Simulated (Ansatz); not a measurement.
`C#[C][InH2]` + `[NH2][GaH][OH]` → `[OH][GaH][NH][InH2]` + acetylene  (ligand exchange at the In–C bond)

Program: Ansatz. Geometries: PBE0-D4/def2-TZVP. ΔE: electronic, gas phase. CCSD(T)/CBS adds triple-zeta CCSD(T) − MP2 to the extrapolated MP2 energy (def2 sets, frozen cores). This one scheme is used for every species. DFT in def2-TZVPP. def2 core potentials past Kr. For Ga, In outer-core shells are correlated without core-valence functions, which leaves a few kJ/mol of doubt a bond. Scalar relativity is left out up to krypton. Each species was taken in one conformer, which may not be the lowest.

```csv
level,ΔE (kJ/mol)
PBE0,3.5
BHLYP,5.2
MP2/def2-SVP,-12.1
MP2/def2-TZVPP,-4.6
```

(1) What does CCSD(T)/CBS give? (Estimate.)

(2) What do rigid-rotor, harmonic-oscillator terms from PBE0-D4/def2-TZVP frequencies (298.15 K, 1 bar) make of the CCSD(T)/CBS value? (Best estimate.)

Largest T1 diagnostic among the species: 0.016.

## Answers

(1) Computed: -7.7 kJ/mol. The listed levels differ from it by 11.2, 12.9, -4.4, 3.1 kJ/mol.

(2) Computed: ΔZPE = -1.0 kJ/mol, ΔH = -8.9 kJ/mol, ΔS = -25 J/(mol·K), ΔG = -1.4 kJ/mol.

Leaving LDA and LC-ωPBE aside and taking each functional with its dispersion term where it has one, the values, not all of them listed here, spread over 10.7 kJ/mol, from BLYP-D4 to ωB97M-V. LDA lies −4.4 kJ/mol from PBE without D4. From r2SCAN to r2SCAN0 (25 % exact exchange), in def2-TZVPP and without D4, ΔE moves by +4.6 kJ/mol.
